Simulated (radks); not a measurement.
The promethium ion Pm4+, 57 electrons, occupied as [Xe] 4f3.

All-electron calculation, scalar-relativistic Kohn-Sham, BLYP, spin-polarised, spherical densities, finite nucleus; open shells are filled with parallel spins first (spin-orbit coupling, left out, can overturn this in heavy ions); Fermi nuclear charge, rms radius 4.962 fm. Program: a radial shooting solver on a logarithmic mesh with Libxc functionals.

Energy parts (hartree):
total: -10017.8531
kinetic: 10684.7353
electron-nucleus: -24250.5531
Hartree: 3775.6520
exchange-correlation: -227.6873

Orbitals (lengths in bohr, moments of r in powers of bohr):
orbital	occ.	eigenvalue (hartree)	<1/r>
1s down	1	-1656.441	67.42
1s up	1	-1656.441	67.42
2s up	1	-270.9297	15.59
2s down	1	-270.9291	15.59
2p up	3	-242.1766	14.67
2p down	3	-242.1762	14.67
3s up	1	-60.64609	5.692
3s down	1	-60.60705	5.694
3p up	3	-51.61719	5.372
3p down	3	-51.57839	5.375
3d up	5	-39.22509	5.098
3d down	5	-39.19502	5.101
4s up	1	-13.62336	2.397
4s down	1	-13.52307	2.397
4p up	3	-10.64585	2.211
4p down	3	-10.54624	2.211
4d up	5	-6.43493	1.947
4d down	5	-6.33703	1.945
5s up	1	-3.14038	0.9747
5s down	1	-3.09144	0.9658
5p up	3	-2.35145	0.8489
5p down	3	-2.31440	0.8395
4f up	3	-1.90001	1.462
4f down	0	-1.81189	1.449
5d up	0	-1.34865	0.6320
5d down	0	-1.32986	0.6229
6s up	0	-1.14899	0.4361
6s down	0	-1.14023	0.4337

The highest occupied level is 4f up at -51.702 eV. The density falls to 0.001 e/bohr^3 at r = 3.20 bohr. Spin moment in Bohr magnetons: 3. Summed over all electrons, <r^2> = 33.44 bohr^2, which gives a Langevin (diamagnetic) susceptibility term of -26.5 x 10^-6 cm^3/mol. The spin density at the nucleus is 0.267 e/bohr^3 (1s 0.006, 2s -0.316, 3s -5.804, 4s 0.446, 5s 5.936).
